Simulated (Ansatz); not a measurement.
The Be1–H2 bond of BeClH (SMILES [BeH][Cl]) is stretched (multiplicity 1, the rest rigid).
Geometry at rest (charge 0, multiplicity 1):
```xyz
3

Be     0.000     0.000    -1.335
H      0.000     0.000    -2.658
Cl     0.000     0.000     0.471
```

Cores are frozen in the correlated methods.

Run with Ansatz (Gaussian orbitals). Values without a source in brackets are computed.

FIC-MRCISD+Q on CASSCF(2,2)/aug-cc-pV(T+d)Z, total energies (hartree):

| R (Å) | CASSCF | MRCISD | weight c² of the reference |
|---|---|---|---|
| 1.323 | -474.823102 | -475.061255 | 0.91470 |
| 2.315 | -474.745143 | -474.973440 | 0.91638 |
| 4.233 | -474.693236 | -474.914207 | 0.91932 |

Q: Add the Davidson correction (E_MRCISD − E_CASSCF)(1 − c²)/c² and give the energies above the first point at the three levels.

A: 
Corrections (hartree): -0.022210, -0.020833, -0.019393. Above the first point (kcal/mol):
- R = 2.315 Å: CASSCF 48.9, MRCISD 55.1, with the correction 56.0
- R = 4.233 Å: CASSCF 81.5, MRCISD 92.3, with the correction 94.0

Ansatz is a quantum-chemistry and plane-wave program.
